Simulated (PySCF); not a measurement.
Compound: C₁₁H₇FO.
SMILES with atom numbers: `[O:1]=[C:2]([F:3])[c:4]1[cH:5][cH:6][c:7]2[cH:8][cH:9][cH:10][cH:11][c:12]2[cH:13]1` (hydrogens: H14 on C5; H15 on C6; H16 on C8; H17 on C9; H18 on C10; H19 on C11; H20 on C13)

Computed with PySCF, PBE0-D3(BJ)/def2-SVP geometry optimisation, gas phase.

**Question.** What internal coordinates does the optimisation give?

**Answer.** 
```csv
bond,length (Å)
O1=C2,1.187
C2–F3,1.343
C2–C4,1.475
C4–C5,1.420
C5–C6,1.370
C6–C7,1.421
C7–C8,1.417
C8–C9,1.376
C9–C10,1.414
C10–C11,1.375
C11–C12,1.419
C12–C13,1.415
C4–C13,1.381
C7–C12,1.430
C5–H14,1.091
C6–H15,1.093
C8–H16,1.093
C9–H17,1.092
C10–H18,1.092
C11–H19,1.093
C13–H20,1.091
```

A selection of angles:
```csv
angle,degrees
O1–C2–F3,120.4
O1–C2–C4,127.1
F3–C2–C4,112.5
C2–C4–C5,117.7
C2–C4–C13,121.8
C5–C4–C13,120.5
C4–C5–C6,120.0
C4–C5–H14,118.4
C6–C5–H14,121.6
C5–C6–C7,120.9
C5–C6–H15,120.3
C7–C6–H15,118.8
C6–C7–C8,122.2
C6–C7–C12,119.0
C8–C7–C12,118.8
C7–C8–C9,120.7
C7–C8–H16,118.8
C9–C8–H16,120.5
C8–C9–C10,120.6
C8–C9–H17,119.9
C10–C9–H17,119.5
C9–C10–C11,120.2
C9–C10–H18,119.7
C11–C10–H18,120.1
C10–C11–C12,120.6
C10–C11–H19,120.6
C12–C11–H19,118.8
C11–C12–C13,121.8
C7–C12–C11,119.2
C7–C12–C13,119.0
C12–C13–H20,119.5
C4–C13–C12,120.6
C4–C13–H20,119.9
```

Dihedral angles: O1–C2–C4–C5 0° (synperiplanar).

The 6-membered ring C4–C5–C6–C7–C12–C13 has internal angles of 119.0° to 120.9°; it is planar, 0.00 Å rms from its mean plane, widest ring torsion 0°. The 6-membered ring C7–C8–C9–C10–C11–C12 has internal angles of 118.8° to 120.7°; it is planar, 0.00 Å rms from its mean plane, widest ring torsion 0°. The 12 C–C bonds span 1.370 Å (C5–C6, aromatic) to 1.475 Å (C2–C4, drawn single), a spread of 0.105 Å. The 13 heavy atoms lie in one plane (0.001 Å rms). Of the pairs four or more bonds apart, F3···H20 is among the closest relative to their van der Waals radii: 2.37 Å, 89 % of the sum of Bondi's values.

Point group: Cs (tolerance 0.08 Å). Stationary, but not proved a minimum. The numbers are those of one conformer.

Hardware: one thread of an Intel Xeon 6975P-C, no GPU, shared host with 192 logical CPUs at a one-minute load of 73. Cost: 2.7 min of wall time, 1.4 GiB resident at most. That covers the optimisation of the geometry.
